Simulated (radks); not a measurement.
Values are calculated unless marked as measured or tabulated.
Q: Isoelectronic series with 7 electrons, each ion in its NIST ground configuration. Code: a radial shooting solver on a logarithmic mesh with Libxc functionals. Model: non-relativistic Kohn-Sham, PBE, spin-polarised, spherical densities, point nucleus; open shells are filled with parallel spins first (spin-orbit coupling, left out, can overturn this in heavy ions). Total energies (hartree) and screening constants sigma, defined by e = -(Z - sigma)^2 / (2 n^2) hartree:

| ion | configuration | E (hartree) | 2p up | 2s down |
|---|---|---|---|---|
| N | [He] 2s2 2p3 | -54.53576 | 5.437 | 4.880 |
| Ne3+ | [He] 2s2 2p3 | -124.21057 | 5.038 | 4.639 |
| S9+ | [He] 2s2 2p3 | -351.44261 | 4.876 | 4.507 |
| K12+ | [He] 2s2 2p3 | -508.95167 | 4.844 | 4.478 |
| Ti15+ | [He] 2s2 2p3 | -695.71546 | 4.822 | 4.459 |
| Mn18+ | [He] 2s2 2p3 | -911.73212 | 4.807 | 4.446 |
| Ni21+ | [He] 2s2 2p3 | -1157.00065 | 4.795 | 4.435 |
| Ga24+ | [He] 2s2 2p3 | -1431.52047 | 4.786 | 4.427 |
| Se27+ | [He] 2s2 2p3 | -1735.29121 | 4.779 | 4.420 |
| Rb30+ | [He] 2s2 2p3 | -2068.31264 | 4.773 | 4.415 |
| Zr33+ | [He] 2s2 2p3 | -2430.58459 | 4.768 | 4.410 |

Estimate the row of Al6+ ([He] 2s2 2p3).

A: E (hartree) -223.19221; 2p up 4.929; 2s down 4.552.
